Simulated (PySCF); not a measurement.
## Cd²⁺ (cadmium, charge +2): UHF calculation

Configuration: [Kr] 4d10, closed-shell 1S. All numbers are calculated (PySCF 2.14, the spin-free X2C one-electron Hamiltonian (Gaussian nucleus), in x2c-SVPall (6s6p5d1f, 56 functions)).

| Quantity | Value |
| --- | --- |
| Total energy | -5589.933963 hartree |
| One-electron energy | -7675.8525 hartree |
| Hartree (Coulomb) energy | 2239.0925 hartree |
| Exchange energy | -153.1739 hartree |
| ⟨S²⟩ | 0.0000 |
| ⟨L²⟩ | 0.000 |
| Sum of ⟨r⟩ | 27.18 bohr |
| Sum of ⟨r²⟩ | 29.22 bohr² |
| Langevin diamagnetic susceptibility | -23.1 ×10⁻⁶ cm³/mol |
| Time after the integrals | 0.28 s of wall time on 1 thread of Intel(R) Xeon(R) Platinum 8375C CPU @ 2.90GHz (shared host) |

```csv
shell,electrons,mean orbital energy (hartree),"rms radius, mean of both spins (bohr)"
1s,2,-987.05091,0.0349
2s,2,-150.27691,0.142
2p,6,-134.75152,0.127
3s,2,-29.95590,0.381
3p,6,-24.71574,0.383
3d,10,-16.50296,0.363
4s,2,-5.41758,0.942
4p,6,-3.79732,1.03
4d,10,-1.39958,1.36
```

Densities and radii are taken from the X2C orbitals without a picture-change correction, which distorts them close to the nucleus.
